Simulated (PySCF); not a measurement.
## Electronic structure of Sn²⁺ (tin, charge +2) at the UHF level

Configuration: [Kr] 4d10 5s2, closed-shell 1S. Computed with PySCF 2.14 in aug-cc-pVQZ-PP with ECP28MDF (7s7p5d3f2g, 92 functions), with a scalar-relativistic core potential.

* Total energy: -212.583459 hartree
* One-electron energy: -362.4733 hartree
* Hartree (Coulomb) energy: 166.5770 hartree
* Exchange energy: -16.6871 hartree
* ⟨S²⟩: 0.0000
* ⟨L²⟩: 0.000
* Sum of ⟨r⟩: 22.51 bohr
* Sum of ⟨r²⟩: 32.36 bohr²

```tsv
shell	electrons	mean orbital energy (hartree)	rms radius, mean of both spins (bohr)
4s	2	-6.49976	0.879
4p	6	-4.68413	0.953
4d	10	-1.94733	1.17
5s	2	-1.05799	2.42
```

Energies and moments cover only the electrons outside the core potential.
